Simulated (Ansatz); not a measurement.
Molecule: methyl-[(E)-prop-1-enyl]silane, C₄H₁₀Si (charge 0, singlet). 
Structure (B3LYP-D3(BJ)/def2-TZVP (Ansatz, a quantum-chemistry and plane-wave program) minimum search):
```xyz
15

C      2.9237     0.3824     0.4020
C      1.5522    -0.2141     0.3733
C      0.5279     0.2177    -0.3646
Si    -1.1617    -0.5572    -0.3519
C     -2.4754     0.6550     0.2231
H      3.1867     0.7054     1.4138
H      3.6749    -0.3562     0.1064
H      3.0019     1.2407    -0.2660
H      1.4071    -1.0773     1.0207
H      0.7013     1.0826    -1.0053
H     -1.1214    -1.7378     0.5489
H     -1.5167    -1.0254    -1.7179
H     -2.5037     1.5331    -0.4257
H     -2.2712     0.9945     1.2403
H     -3.4660     0.1958     0.2086
```

Basis-set convergence of Hartree-Fock and MP2 correlation energies (hartree) with Ansatz. Valence correlation only, unless marked. No spin-orbit coupling. No relativistic terms.

```
basis        functions       E(HF)  E(corr, MP2)
-----------  ---------  ----------  ------------
cc-pV(D+d)Z        129  -446.23511      -0.65993
cc-pV(T+d)Z        299  -446.29366      -0.80741
cc-pV(Q+d)Z        584  -446.30725      -0.85866
```

Extrapolating the two largest sets (X = 3 and 4) as X^-3: E(corr) = (64·(-0.85866) - 27·(-0.80741))/37 = -0.8961 Eh, an estimate of the basis-set limit. The largest set recovers 95.8 % of it, the smallest 73.6 %.
